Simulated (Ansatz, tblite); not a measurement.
Isomers of Ge4Te3 (singlet), found by a short tight-binding search and relaxed with PBE0-D4/def2-SVP in Ansatz.

In the def2 sets Te takes a core potential; there is no spin–orbit coupling. The xTB rows come from tblite. Correlated methods freeze 48 core orbitals; core or outer-core shells of Ge, Te are correlated, in sets that lack core-valence functions.

Other spin states weren't relaxed.

A:

Cartesian coordinates in Å:
```
Ge -1.2435 -0.6586 -2.2115
Ge 0.2509 -1.8092 -0.4452
Ge -1.4498 1.7172 1.5857
Ge 2.2554 -0.3810 0.4766
Te 1.0046 1.3693 2.0481
Te -2.0182 -0.6165 0.4584
Te 1.2006 0.3787 -1.9120
```

B:

| atom | x (Å) | y (Å) | z (Å) |
| --- | --- | --- | --- |
| Ge1 | -0.829 | -0.305 | -2.218 |
| Ge2 | -0.731 | 1.782 | 1.944 |
| Ge3 | -0.247 | 1.677 | -0.529 |
| Ge4 | 0.734 | -1.700 | 0.876 |
| Te5 | 1.743 | 0.886 | 1.117 |
| Te6 | -1.791 | -0.410 | 0.571 |
| Te7 | 1.120 | -1.930 | -1.761 |

C:

```xyz
7

Ge   -1.4186   -1.4577    0.5189
Ge    0.6245   -2.3635   -1.0906
Ge    0.6021    1.4240    0.7550
Ge   -1.1408   -1.0338   -2.1910
Te   -1.5482    1.0957   -0.7104
Te    1.5463    3.4084    1.6354
Te    1.3345   -1.0731    1.0828
```

Question: Estimate their order by electronic energy at PBE0-D4/def2-TZVP, counted from the lowest.

Answer: B (0.0) < A (6.3) < C (14.1), in kcal/mol.

Question: Do the other levels pick the same lowest one?

Answer: All that were run do. Energies above each level's lowest (kcal/mol):

```csv
level,A,B,C
GFN1-xTB,2.6,0.0,7.2
GFN2-xTB,5.3,0.0,24.0
HF/def2-SVP,3.8,0.0,14.9
PBE-D4/def2-TZVP,5.6,0.0,12.9
revPBE-D4/def2-TZVP,6.3,0.0,14.1
r2SCAN-D4/def2-TZVP,4.4,0.0,9.9
PBE0-D4/def2-TZVP,6.3,0.0,14.1
MP2/def2-SVP,5.3,0.0,7.9
```
Point groups (tolerance 0.1 Å): A not assigned, B not assigned, C Cs. Lower isomers may exist.
